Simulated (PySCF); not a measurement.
# Cheap and costly routes to an ionisation energy

All numbers below are calculated, not measured. They come from PySCF 2.14.0, an open-source quantum chemistry program, on isolated molecules that a program drew, which may never have been made.

Each row is one molecule at its Hartree-Fock double-zeta minimum. Values are energies in eV to remove one electron at fixed geometry, as differences of total energies, from the first spin state named to the second. Koopmans is minus the highest occupied HF orbital energy, given where it applies. The basis family is cc-pV(n+d)Z, with diffuse functions on anions, UHF for radicals and no spin-orbit coupling. Best is HF at quadruple zeta, plus MP2 correlation extrapolated from triple and quadruple zeta, plus CCSD(T) minus MP2 at triple zeta, with a frozen core. The other columns are at triple zeta. The step is the size of the change in best from the same recipe one zeta lower.

```
SMILES,charge,spin states,Koopmans,B3LYP,PBE,r2SCAN,MP2,CCSD(T),best,step
F[BH][AlH],0,doublet to singlet,-,7.61,7.54,7.70,7.42,7.49,7.54,0.04
[BH]N=B,0,doublet to singlet,-,7.58,7.59,7.70,7.33,7.41,7.47,0.02
[BH]N=BF,0,doublet to singlet,-,8.45,8.33,8.53,8.30,8.36,8.46,0.05
[BH][SiH3],0,doublet to singlet,-,8.32,8.26,8.44,8.19,8.20,8.24,0.02
[BH2][AlH],0,doublet to singlet,-,7.56,7.62,7.71,7.29,7.41,7.43,0.03
O[SiH]F,0,doublet to singlet,-,8.82,8.59,8.83,8.65,8.70,8.84,0.08
F[SiH2],0,doublet to singlet,-,9.17,9.03,9.25,9.00,9.04,9.12,0.05
[BH]B,0,doublet to singlet,-,?,?,?,8.61,?,?,?
```

**Estimate the best value of the last row from its MP2 value.**

A least-squares line through the other rows is best = 0.09 + 1.005 x MP2, with a scatter of 0.05 eV (squared misfits over 5 degrees of freedom). At 8.61 eV it gives 8.74 eV. The calculation gives 8.72 eV, with a step of 0.02 eV, so the line misses by 0.02 eV. Over the other rows MP2 lies on average 0.13 eV below best. The rest of the last row: 8.89 (B3LYP), 9.00 (PBE), 9.05 (r2SCAN), 8.67 (CCSD(T)).
